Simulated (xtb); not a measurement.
Sn(H)(Cl)2(OMe) (CH₄Cl₂OSn), SMILES [O]([SnH]([Cl])[Cl])C. All values are semi-empirical tight-binding results from xtb (GFN2-xTB unless named), good for trends rather than for accurate numbers. The structure is a stationary point at GFN2-xTB. The structure was generated by enumeration; whether it is a known compound was not checked. One conformer was computed; it need not be the lowest.

For metal compounds this method's bond lengths and energies can be far off.

Computed properties:
```
Property                                      Result
-------------------------------------  -------------
orbital gap                                  3.18 eV
zero-point energy                      29.1 kcal/mol
G − E(el) at 298.15 K (modified RRHO)   6.5 kcal/mol
```
